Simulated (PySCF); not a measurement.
## Diatomics with 49 electrons

PBE in PySCF with def2-SVPD on every atom (core potentials on Rb, Sr, Cd, In), for the lowest determinant that a PBE0 search found; no spin–orbit coupling. All have 49 electrons, 3 of them in the valence shells, and the same state, a doublet (σ ↑). For ions De leads to the atom and ion picked by measured ionisation energies and electron affinities.

```
species  difference of nuclear charges  Re (Å)  ωe (cm⁻¹)  k (mdyn/Å)  De (eV)  dissociates to
  RbNa⁻                             26   4.130       67.6      0.0487     0.79        Rb + Na⁻
   RbMg                             25   4.087       71.6      0.0565     0.18         Rb + Mg
   NaSr                             27   3.868       91.8      0.0905     0.30         Na + Sr
    CdH                             47   1.792       1324        1.03     0.74          Cd + H
   InH⁺                             48   1.921        865       0.441     0.28         In⁺ + H
```

(1) Which member of the whole set has the stiffest bond, and how does it compare with the softest?

Weak bonds: InH⁺, NaSr, RbMg. Basis-set superposition, not corrected here, can be much of De in a small basis, most of all at correlated wavefunction levels. Spin–orbit coupling is left out. For an ion De counts to the pair picked by the measured ionisation energies or electron affinities, which need not be the lowest pair at this level. The highest Kohn–Sham level is positive in this anion. Much of that is self-interaction error, but it also means that the finite basis helps to hold the extra electron. States were picked by a PBE0 search and need not be the measured ground states.

## Answers

(1) CdH with k = 1.03 mdyn/Å, 21 times that of RbNa⁻.
